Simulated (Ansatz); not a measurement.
Ideal-gas functions of CH₅ClGaN, SMILES `[NH2][GaH][CH2]Cl` at 400 K and 1 bar, from an Ansatz frequency run at PBE0-D4/def2-TZVP.

Molar mass 136.23 g/mol, point group C1 (symmetry number 1), electronic degeneracy 1, moments of inertia 54.986, 304.02, 317.629 u Å². Harmonic wavenumbers (cm⁻¹, unscaled): 36, 116, 161, 282, 381, 526, 535, 584, 704, 719, 723, 758, 1109, 1157, 1433, 1566, 2013, 3101, 3169, 3616, 3720.

Use S(trans) = R[1.5 ln M + 2.5 ln T − 1.1517]; rotational temperatures θ = 24.2544 K / I; S(rot) = R[ln(√π/σ · √(T³/θAθBθC)) + 1.5]; for each mode x = 1.438777 ν̃/T, S = R[x/(eˣ − 1) − ln(1 − e⁻ˣ)] and H = RT x/(eˣ − 1); 1 cm⁻¹ = 0.0119627 kJ/mol; R = 8.31446 J/(mol·K).

Q: By hand: the entropy, in J/(mol·K).

A: Translation 176.3. Rotation: θ = 0.4411, 0.0798, 0.0764 K, giving 116.6. Vibration, mode by mode: 25.32, 15.64, 12.97, 8.54, 6.32, 4.15, 4.05, 3.52, 2.51, 2.40, 2.38, 2.15, 0.78, 0.68, 0.30, 0.20, 0.05, 0.00, 0.00, 0.00, 0.00, in all 91.9. Electronic 0.0. Sum 384.8 J/(mol·K).

Q: By hand: H − E and G − E in kJ/mol, counted from the electronic energy.

A: Zero-point energy ½ × 26409 × 0.0119627 = 158.0; thermal vibration 18.3; translation, rotation and pV give 4 RT = 13.3. H − E = 189.6 kJ/mol, and G − E = 189.6 − 400 × 384.8/1000 = 35.7 kJ/mol.

Vibration gives 24 % of the entropy, 41.0 J/(mol·K) of it from the modes under 150 cm⁻¹: soft modes count most, and the harmonic formula is weakest for them. The sum counts one conformer and one mirror image; others add a mixing term.
